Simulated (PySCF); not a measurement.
CaN⁺: energy against distance

Set-up: basis Ca pcseg-1, N pcseg-1; no relativity; PySCF 2.14. Energies in eV from Ca⁺ + N in their ground configurations at the same level. All curves are PBE0. state 1: ³Σ⁻ (triplet), unpaired electrons π ↑↑; state 2: ³Π (triplet), unpaired electrons σ ↑, π ↑, a second solution, started from another occupation; state 3: Ms = 0 determinant of mixed spin (⟨S²⟩ near 1.0), unpaired electrons π ↑↓, a mixture of terms (⟨Lz²⟩ = 2.0), a second solution, started from another occupation; state 4: Ms = 0 determinant of mixed spin (⟨S²⟩ near 1.0), unpaired electrons σ ↓, π ↑, a second solution, started from another occupation.

```tsv
R (Å)	state 1	state 2	state 3	state 4
1.865	-0.819	-1.196	-0.305	-0.6605
1.951	-1.224	-1.378	-0.710	-0.8305
2.038	-1.445	-1.409	-0.930	-0.8528
2.103	-1.520	-1.360	-1.002	-0.7978
2.168	-1.538	-1.265	-1.016	-0.6978
2.233	-1.512	-1.136	-0.984	-0.5643
2.320	-1.432	-0.931	-0.891	-0.3504
2.428	-1.287	-0.646	-0.721	-0.0493
2.558	-1.089	-0.303	-0.474	0.3306
2.732	-0.837	0.107	-0.115	0.8122
```

Question: Put a parabola through the three lowest points of the state 1 curve and estimate Re, k and ωe (reduced mass 10.37 u; 1 eV/Å² = 0.16022 mdyn/Å; ωe = 1302.8·√(k/μ) cm⁻¹).

Answer: Through R = 2.103, 2.168, 2.233 Å the second-order coefficient is 5.21 eV/Å², so Re ≈ 2.162 Å, k ≈ 1.67 mdyn/Å and ωe ≈ 523 cm⁻¹. A polynomial fit of higher order to the unrounded PBE0 energies gives Re = 2.159 Å, k = 1.70 mdyn/Å, ωe = 527 cm⁻¹; anharmonicity and rounding make the difference.

The higher-order fit for each curve: state 1: Re = 2.159 Å, ωe = 527 cm⁻¹, De = 1.54 eV; state 2: Re = 2.015 Å, ωe = 639 cm⁻¹, minimum 1.41 eV below the ground-state fragments; state 3: Re = 2.152 Å, ωe = 546 cm⁻¹, minimum 1.02 eV below the ground-state fragments; state 4: Re = 2.009 Å, ωe = 642 cm⁻¹, minimum 0.86 eV below the ground-state fragments.

⟨S²⟩ of the unrestricted solution departs from its pure value on part of the curve, where spin states mix. For an ion De counts to the pair picked by the measured ionisation energies or electron affinities, which need not be the lowest pair at this level. The state is the lowest determinant that a PBE0 search found; another state may lie lower at other levels.
